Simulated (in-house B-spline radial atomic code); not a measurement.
Al²⁺. Computed with a B-spline radial atomic code. Model: non-relativistic spherical atom: semilocal Troullier-Martins pseudo-atom, one channel per l, against all electrons, high spin, G0W0 and RPA with empty states to l = 8, local potential for every l without a channel, a model core (radius 0 = none) keeps its share of the functional.

What the tables leave out is listed at the end.

The pseudopotential gives back the lowest level of each angular momentum of its own functional in the configuration it was made in; a second state of the same l is only approximately right. Exact exchange, RPA and GW see the smooth pseudo-orbitals and miss the exchange with the core, for which the functional's share stands in. The column with an uncorrelated core keeps all orbitals and exact exchange, and so separates missing core correlation from pseudisation. Only the three outermost levels and the lowest empty one were computed. RPA here is direct RPA, with no exchange kernel, and its energies carry an (l + 1/2)⁻⁴ tail. A hybrid on a potential with a model core restores only its own semilocal share of the core's exchange.

Command:
```bash
python run_psgw.py task.json out
```
Settings (lengths in bohr, energies in hartree):
```
Z                      13
electrons              11
configuration          [Ne] 3s1
generated_in           [Ne] 3s2 3p1
functional             lda,vwn
core_shells            2
radius_factor          0.9
core_correction        False
ion_configuration      [He] 2s2 2p6
```

Run time, properties included: 31 s on 1 thread of Arm Neoverse N1 (shared host).

Given: made with LDA VWN5; model core radius 0 bohr; local radius 0.772 bohr; mean-field start LDA VWN5.

Valence shells of the generating configuration: 2p, 3s, 3p.

Channel: s 1.846, p 0.582 (radii in bohr).

Computed: largest level miss in the spin-unpolarised generating configuration 0.008 eV; valence RPA correlation energy all-electron orbitals -0.37625 hartree; valence RPA correlation energy pseudo -0.48707 hartree; all-electron RPA polarisability, core included 8.8673 bohr³; ionisation by mean-field pseudo minus all -0.068 eV; ionisation by RPA all-electron 29.06 eV; ionisation by RPA pseudo minus all 0.466 eV.

| level | occupied | mean-field all-electron (eV) | mean-field pseudo minus all (eV) | G0W0 all-electron (eV) | G0W0 uncorrelated core minus all (eV) | G0W0 pseudo minus all (eV) | exchange self-energy all-electron (eV) | exchange self-energy pseudo (eV) |
| --- | --- | --- | --- | --- | --- | --- | --- | --- |
| 3s up | 1 | -24.542 | 0.032 | -29.219 | -0.045 | -0.352 | -13.607 | -12.64 |
| 3s down (empty) | 0 | -22.65 | 0.086 | -19.057 | -0.037 | -0.329 | -2.3504 | -1.4665 |

Question: What is the pseudo-atom RPA polarisability?

Answer: 8.8623 bohr³.

Question: What is the ionisation by mean-field all-electron?

Answer: 28.819 eV.

Given: mean-field start PBE0.

Computed: valence RPA correlation energy all-electron orbitals -0.35867 hartree; all-electron RPA polarisability, core included 7.7211 bohr³; pseudo-atom RPA polarisability 7.5695 bohr³; ionisation by mean-field all-electron 28.684 eV; ionisation by mean-field pseudo minus all 0.058 eV; ionisation by RPA all-electron 28.954 eV.

```tsv
level	occupied	mean-field all-electron (eV)	mean-field pseudo minus all (eV)	G0W0 all-electron (eV)	G0W0 uncorrelated core minus all (eV)	G0W0 pseudo minus all (eV)	exchange self-energy all-electron (eV)	exchange self-energy pseudo (eV)
3s up	1	-25.456	-0.087	-29.114	-0.038	-0.387	-13.353	-12.632
2p down	1	-94.802	1.022	-104.31	-0.691	3.237	-60.089	-49.529
2p up	?	?	?	?	?	?	?	?
3s down (empty)	0	-20.928	-0.023	-18.747	-0.033	-0.322	-2.2576	-1.4976
```

Question: What belongs in the row 2p up?

Answer: occupied: 1; mean-field all-electron (eV): -95.055; mean-field pseudo minus all (eV): 1.035; G0W0 all-electron (eV): -104.57; G0W0 uncorrelated core minus all (eV): -0.698; G0W0 pseudo minus all (eV): 3.218; exchange self-energy all-electron (eV): -60.326; exchange self-energy pseudo (eV): -49.799.

Question: What is the valence RPA correlation energy pseudo?

Answer: -0.4707 hartree.

Question: What is the ionisation by RPA pseudo minus all?

Answer: 0.455 eV.

Given: mean-field start Hartree-Fock.

Computed: valence RPA correlation energy pseudo -0.43116 hartree; all-electron RPA polarisability, core included 5.6269 bohr³; pseudo-atom RPA polarisability 5.071 bohr³; ionisation by mean-field all-electron 28.04 eV; ionisation by mean-field pseudo minus all 0.656 eV; ionisation by RPA pseudo minus all 0.483 eV.

| level | occupied | mean-field all-electron (eV) | mean-field pseudo minus all (eV) | G0W0 all-electron (eV) | G0W0 uncorrelated core minus all (eV) | G0W0 pseudo minus all (eV) | exchange self-energy all-electron (eV) | exchange self-energy pseudo (eV) |
| --- | --- | --- | --- | --- | --- | --- | --- | --- |
| 3s up | 1 | -28.062 | -0.677 | -28.925 | -0.026 | -0.49 | -12.915 | -12.935 |
| 2p down | 1 | -107.72 | 4.864 | -105.81 | -0.673 | 3.353 | -60.182 | -49.304 |
| 2p up | ? | ? | ? | ? | ? | ? | ? | ? |
| 3s down (empty) | 0 | -17.329 | -0.362 | -18.523 | -0.016 | -0.216 | -1.5384 | -1.222 |

Question: What belongs in the row 2p up?

Answer: occupied: 1; mean-field all-electron (eV): -108.01; mean-field pseudo minus all (eV): 4.801; G0W0 all-electron (eV): -106.06; G0W0 uncorrelated core minus all (eV): -0.679; G0W0 pseudo minus all (eV): 3.364; exchange self-energy all-electron (eV): -60.429; exchange self-energy pseudo (eV): -49.464.

Question: What is the valence RPA correlation energy all-electron orbitals?

Answer: -0.32066 hartree.

Question: What is the ionisation by RPA all-electron?

Answer: 28.741 eV.

Among the listed levels the largest G0W0 shift of the pseudo-atom is +3.36 eV, for 2p up on the Hartree-Fock start, while leaving the core uncorrelated moves that level by -0.68 eV. So pseudisation and the lost core exchange, not the missing core correlation, make the error. Not in the tables (levels of low weight, unsolved or above zero; the highest and the empty levels are kept at any weight): on LDA the G0W0 levels 2p down (pseudo minus all +2.40 eV, weights 0.78 and 0.60), 2p up (pseudo minus all +2.42 eV, weights 0.77 and 0.60).
